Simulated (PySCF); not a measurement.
Dipole moment and polarisability across levels of theory

Compound: CH5B2F.
InChI=1S/CH5B2F/c2-1-3-4/h3H,1-2H2

PySCF, dipoles from the SCF density, polarisabilities from static response with core orbitals frozen. The structure is a single PBE0-D3(BJ)/def2-SVP conformer in the gas phase; no vibrational or solvent corrections.

The anisotropy is √(½[(α1 − α2)² + (α2 − α3)² + (α3 − α1)²]).

```tsv
level	μ (D)	α (Å³)	anisotropy (Å³)
LDA/def2-SVPD	1.215	6.68	1.69
PBE/def2-SVPD	1.173	6.55	1.63
B3LYP/def2-SVPD	1.225	6.27	1.37
PBE0/def2-SVPD	1.238	6.21	1.37
BHandHLYP/def2-SVPD	1.302	5.95	1.16
CAM-B3LYP/def2-SVPD	1.251	6.17	1.26
wB97X-D/def2-SVPD	1.238	6.16	1.26
LC-wPBE/def2-SVPD	1.242	6.03	1.21
HF/def2-SVPD	1.366	5.63	0.95
PBE0/6-31G*	1.046	5.14	1.52
PBE0/def2-SVP	1.124	5.36	1.51
PBE0/6-31+G*	1.230	5.73	1.55
PBE0/aug-cc-pVDZ	1.188	6.28	1.41
PBE0/def2-TZVP	1.186	5.98	1.43
PBE0/def2-TZVPD	1.196	6.28	1.41
PBE0/aug-cc-pVTZ	1.197	6.30	1.41
```

The dipole runs from 1.05 D (PBE0/6-31G*) to 1.37 D (HF/def2-SVPD). No reference polarisability is at hand; against PBE0 in the largest diffuse basis at hand (aug-cc-pVTZ) the other PBE0 rows deviate by 6-31G* -18%, def2-SVP -15%, 6-31+G* -9%, def2-SVPD -2%, aug-cc-pVDZ 0%, def2-TZVP -5%, def2-TZVPD 0%. In one basis (def2-SVPD) the functionals order the polarisability from HF (lowest) to LDA (highest), a spread of 19%. With PBE0 the polarisability is 5.50 Å³ without diffuse functions (mean of 6-31G*, def2-SVP and def2-TZVP) and 6.16 Å³ with them (mean of 6-31+G*, def2-SVPD, aug-cc-pVDZ, def2-TZVPD and aug-cc-pVTZ).
